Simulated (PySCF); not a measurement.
GaF₂, SMILES [F][Ga+][F], charge +1. Geometry optimised at PBE0-D3(BJ)/def2-TZVP. The multiplicity is an assumed one; other spin states were not compared. The isomer is the one that the SMILES or the coordinates give; other isomers of the formula were not compared.

TDDFT-M06-2X/def2-SVPD (PySCF) puts the lowest singlet excitations at 6.79, 6.79, 7.43, 7.43, 8.91, 9.73 eV.

Question: What are the lowest excitation roots from PySCF with ADC(2)/aug-cc-pVDZ? (The exact figures need the calculation; the answer reports its results.)

Answer: 6.76, 6.76, 7.40, 7.40, 8.83, 9.48 eV. S1 differs by -0.03 eV (second minus first; roots are paired by order, and the bases may differ).
